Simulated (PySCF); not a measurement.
# Telling isomers of C$_{9}$H$_{13}$P apart by NMR

PySCF 2.14.0 with density-fitted response routines calculation with geometry: GFN2-xTB and GIAO PBE0/pcSseg-1 shieldings; no relativistic terms, no solvent, one computed conformer, averaged over atoms made equivalent by symmetry, fast rotation or ring inversion.

Shifts are taken against calculated references (same method and geometry level): ¹H, ¹³C against TMS. Splittings of carbon signals by F and P are missing where no couplings were computed. Where no couplings were computed, multiplicities follow the n + 1 count of equivalent neighbours, and m marks all less simple cases (inequivalent or close neighbours, rings, F or P nearby). Shifts are as computed. Against solution values, carbons near 30 ppm lie about +3 ppm off and those near 130 ppm about +5 ppm. Of 1211 compounds with measured shifts, 218 miss one by over three times the rms of a fit or turn the order of signals round; such compounds aren't used in these exercises.

(1) Tabulate the signals of `C=Cc1c(C)[pH]c(C)c1C`, `Cc1cc(C(C)C)ccp1` and their relative energies.

(2) What is the quickest way to tell C=Cc1c(C)[pH]c(C)c1C from Cc1cc(C(C)C)ccp1?

Results:

(1) 
```tsv
SMILES	carbon types	δC	δH	E rel. (kcal/mol)
C=Cc1c(C)[pH]c(C)c1C	4×C 1×CH 1×CH2 3×CH3	155.7, 152.6, 147.5, 142.1, 140.9, 124.5, 17.6, 17.1, 17.0	6.91 (m, 1H), 5.76 (m, 1H), 5.38 (m, 1H), 4.93 (m, 1H), 2.22 (m, 3H), 2.22 (s, 3H), 2.19 (m, 3H)	29.7
Cc1cc(C(C)C)ccp1	2×C 4×CH 3×CH3	181.7, 165.2, 156.5, 140.4, 133.4, 42.5, 28.0, 26.9	9.05 (m, 1H), 7.97 (m, 1H), 7.93 (m, 1H), 2.91 (m, 3H), 2.73 (sept, 1H), 1.33 (d, 6H)	0.0
```

Energies are electronic energies at PBE0/pcSseg-1 on these geometries, without zero-point or thermal terms, each for the one conformer computed, which needn't be the lowest.

(2) Count the carbon signals: 9 against 8. The first has a terminal =CH2 carbon at 124.5 ppm, the second an sp3 CH on an aromatic ring at 42.5 ppm. Their most deshielded carbons lie at 155.7 and 181.7 ppm. In the proton spectra the most deshielded non-exchanging signals are 6.91 (m, 1H) and 9.05 (m, 1H).
